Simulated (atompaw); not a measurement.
## platinum PAW (atompaw): all-electron and pseudo phase curves

```
Element                 : Pt
Generator               : atompaw 4.2.0.5
Type                    : PAW
Functional              : LDA (PW92)
Relativity              : scalar-relativistic
Frozen core             : [Kr] 4d10
Valence charge          : 32
Reference configuration : 4f14 5s2 5p6 5d9 6s0.5 6p0.5
Partial waves           : 5s (bound): rc 1.10 bohr; 6s (bound): rc 1.45 bohr; 5p (bound): rc 1.20 bohr; 6p (bound): rc 2.40 bohr; 5d (bound): rc 2.40 bohr; 5d channel at 0.3 Ry: rc 2.40 bohr; 4f (bound): rc 0.60 bohr; 4f channel at -4.9 Ry: rc 0.60 bohr
Local potential         : ultrasoft scheme with l = 4 at 1 Ry, radius 1.75 bohr
Core correction         : smooth core density matched at 1.45 bohr
Augmentation charge     : besselshape compensation charge, radius 1.85 bohr; PAW radius 2.40 bohr; waves and projectors: custom polynom vanderbiltortho
```

The phase is arctan(r·u′/u) with u = r·R(r), unwrapped; energies in Ry, scanned from -10 to 5 Ry. A pole is an energy at which the radial function vanishes at the test radius. The pseudo phase is shifted by a multiple of π to meet the all-electron one at the reference energy, and phase errors are pseudo minus all-electron; the curves can meet again beyond the range given. Levels narrower than the energy grid can be missing from the lists of poles.

```tsv
channel	radius (bohr)	reference energy (Ry)	poles, all-electron	poles, pseudo	unbroken range about the reference energy with phases within 0.05 rad	phase error 1 Ry above the reference energy (rad)
s	2.40	-0.50	-7.56, 2.41	-7.56, 2.37	the whole range	-0.001
p	2.40	-0.12	-4.13, 4.42	-4.14, -0.42	-0.4 to 0.4	+0.179
d	2.40	-0.54	0.02	0.02	the whole range	+0.000
f	2.40	-5.26	-5.26, 4.26	-5.26	below 1.2	+0.000
```

A Bessel basis up to 400 Ry misses an occupied level by 0.03 Ry, so cutoffs were not judged. Note: ghost state, extra bound levels that the all-electron valence spectrum of the same l lacks: p at -5.9 eV (other channels not judged).

Phases in the f channel:

```json
{"E (Ry)": "-10.00", "all-electron": "1.446", "pseudo": "1.446"}
{"E (Ry)": "-9.76", "all-electron": "1.444", "pseudo": "1.444"}
{"E (Ry)": "-9.52", "all-electron": "1.443", "pseudo": "1.443"}
{"E (Ry)": "-9.28", "all-electron": "1.441", "pseudo": "1.442"}
{"E (Ry)": "-9.04", "all-electron": "1.440", "pseudo": "1.440"}
{"E (Ry)": "-8.80", "all-electron": "1.438", "pseudo": "1.438"}
{"E (Ry)": "-8.56", "all-electron": "1.437", "pseudo": "1.437"}
{"E (Ry)": "-8.32", "all-electron": "1.435", "pseudo": "1.435"}
{"E (Ry)": "-8.08", "all-electron": "1.433", "pseudo": "1.433"}
{"E (Ry)": "-7.84", "all-electron": "1.431", "pseudo": "1.431"}
{"E (Ry)": "-7.60", "all-electron": "1.429", "pseudo": "1.429"}
{"E (Ry)": "-7.36", "all-electron": "1.427", "pseudo": "1.427"}
{"E (Ry)": "-7.12", "all-electron": "1.425", "pseudo": "1.425"}
{"E (Ry)": "-6.88", "all-electron": "1.423", "pseudo": "1.423"}
{"E (Ry)": "-6.64", "all-electron": "1.421", "pseudo": "1.421"}
{"E (Ry)": "-6.40", "all-electron": "1.419", "pseudo": "1.419"}
{"E (Ry)": "-6.16", "all-electron": "1.416", "pseudo": "1.416"}
{"E (Ry)": "-5.92", "all-electron": "1.413", "pseudo": "1.413"}
{"E (Ry)": "-5.68", "all-electron": "1.410", "pseudo": "1.410"}
{"E (Ry)": "-5.44", "all-electron": "1.407", "pseudo": "1.407"}
{"E (Ry)": "-5.20", "all-electron": "-1.731", "pseudo": "-1.731"}
{"E (Ry)": "-4.96", "all-electron": "-1.739", "pseudo": "-1.739"}
{"E (Ry)": "-4.72", "all-electron": "-1.742", "pseudo": "-1.742"}
{"E (Ry)": "-4.48", "all-electron": "-1.746", "pseudo": "-1.746"}
{"E (Ry)": "-4.24", "all-electron": "-1.750", "pseudo": "-1.750"}
{"E (Ry)": "-4.00", "all-electron": "-1.754", "pseudo": "-1.754"}
{"E (Ry)": "-3.76", "all-electron": "-1.759", "pseudo": "-1.759"}
{"E (Ry)": "-3.52", "all-electron": "-1.764", "pseudo": "-1.764"}
{"E (Ry)": "-3.28", "all-electron": "-1.769", "pseudo": "-1.769"}
{"E (Ry)": "-3.04", "all-electron": "-1.774", "pseudo": "-1.774"}
{"E (Ry)": "-2.80", "all-electron": "-1.780", "pseudo": "-1.780"}
{"E (Ry)": "-2.56", "all-electron": "-1.787", "pseudo": "-1.786"}
{"E (Ry)": "-2.32", "all-electron": "-1.794", "pseudo": "-1.794"}
{"E (Ry)": "-2.08", "all-electron": "-1.802", "pseudo": "-1.801"}
{"E (Ry)": "-1.84", "all-electron": "-1.810", "pseudo": "-1.810"}
{"E (Ry)": "-1.60", "all-electron": "-1.820", "pseudo": "-1.820"}
{"E (Ry)": "-1.36", "all-electron": "-1.831", "pseudo": "-1.830"}
{"E (Ry)": "-1.12", "all-electron": "-1.843", "pseudo": "-1.843"}
{"E (Ry)": "-0.88", "all-electron": "-1.858", "pseudo": "-1.856"}
{"E (Ry)": "-0.64", "all-electron": "-1.874", "pseudo": "-1.873"}
{"E (Ry)": "-0.40", "all-electron": "-1.894", "pseudo": "-1.891"}
{"E (Ry)": "-0.16", "all-electron": "-1.917", "pseudo": "-1.913"}
{"E (Ry)": "0.08", "all-electron": "-1.946", "pseudo": "-1.940"}
{"E (Ry)": "0.32", "all-electron": "-1.982", "pseudo": "-1.973"}
{"E (Ry)": "0.56", "all-electron": "-2.028", "pseudo": "-2.015"}
{"E (Ry)": "0.80", "all-electron": "-2.090", "pseudo": "-2.069"}
{"E (Ry)": "1.04", "all-electron": "-2.177", "pseudo": "-2.143"}
{"E (Ry)": "1.28", "all-electron": "-2.307", "pseudo": "-2.246"}
{"E (Ry)": "1.52", "all-electron": "-2.513", "pseudo": "-2.398"}
{"E (Ry)": "1.76", "all-electron": "-2.848", "pseudo": "-2.633"}
{"E (Ry)": "2.00", "all-electron": "-3.324", "pseudo": "-2.985"}
{"E (Ry)": "2.24", "all-electron": "-3.788", "pseudo": "-3.421"}
{"E (Ry)": "2.48", "all-electron": "-4.106", "pseudo": "-3.811"}
{"E (Ry)": "2.72", "all-electron": "-4.301", "pseudo": "-4.081"}
{"E (Ry)": "2.96", "all-electron": "-4.427", "pseudo": "-4.257"}
{"E (Ry)": "3.20", "all-electron": "-4.513", "pseudo": "-4.374"}
{"E (Ry)": "3.44", "all-electron": "-4.577", "pseudo": "-4.457"}
{"E (Ry)": "3.68", "all-electron": "-4.626", "pseudo": "-4.518"}
{"E (Ry)": "3.92", "all-electron": "-4.665", "pseudo": "-4.564"}
{"E (Ry)": "4.16", "all-electron": "-4.699", "pseudo": "-4.602"}
{"E (Ry)": "4.40", "all-electron": "-4.729", "pseudo": "-4.633"}
{"E (Ry)": "4.64", "all-electron": "-4.757", "pseudo": "-4.659"}
{"E (Ry)": "4.88", "all-electron": "-4.784", "pseudo": "-4.682"}
```
